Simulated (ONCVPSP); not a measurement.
## Dy: from the effect back to the setting (ONCV)

Base potential:

* Element: dysprosium (Dy)
* Generator: ONCVPSP 4.0.1
* Type: optimised norm-conserving Vanderbilt (ONCV)
* Functional: PBE
* Relativity: fully relativistic
* Frozen core: [Kr] 4d10 4f9
* Valence charge: 11
* Reference configuration: 5s2 5p6 5d1 6s1.75 6p0.25
* Partial waves: 5s+6s: rc 1.95 bohr, ncon 4, nbas 8, qcut 6 1/bohr, 2 projectors; 5p+6p: rc 2.55 bohr, ncon 4, nbas 9, qcut 6.6 1/bohr, 2 projectors; 5d: rc 3.65 bohr, ncon 4, nbas 9, qcut 4.8 1/bohr, 2 projectors, debl 3.9 Ha
* Local potential: polynomial inside 1.80 bohr (lpopt 5, dvloc0 4 Ha)
* Core correction: polynomial model core, fcfact 0.3

Open shells are filled in proportion to 2j + 1.

Cutoffs, loose and tight: the cutoffs (Ha) at which the residual kinetic energy of the hardest occupied pseudo-wave falls to 1 and 0.1 mHa per electron. They do not see the model core or the augmentation charge, which bear on the density cutoff. Test errors are all-electron minus pseudo excitation energies from the reference, over the configurations 5s2 5p6 5d1 6s2 6p0; 5s2 5p6 5d1 6s1 6p0; 5s2 5p6 5d1 6s0 6p0; 5s1 5p6 5d1 6s2 6p0; variants that change the core or the reference have their own tests.

Only the s radius is moved (1 further runs of the sweep failed or gave no value and are left out):

```tsv
s radius (bohr)	cutoff, loose	cutoff, tight	bound ghosts	largest test error (meV)
1.64	16 Ha	36 Ha	none	-531
1.92	14 Ha	16 Ha	none	-607
2.3	11 Ha	13 Ha	none	-773
2.72	9.3 Ha	11 Ha	none	-971
```

Task: One more run gave cutoff, loose: 9.3 Ha; cutoff, tight: 12 Ha; bound ghosts: none; largest test error (meV): -860. Which value of the s radius was used?

Result: 2.48 bohr. The tight cutoff moves one way along this sweep, from 36 Ha at 1.64 to 11 Ha at 2.72 bohr, which places the run between 2.3 and 2.72 bohr.
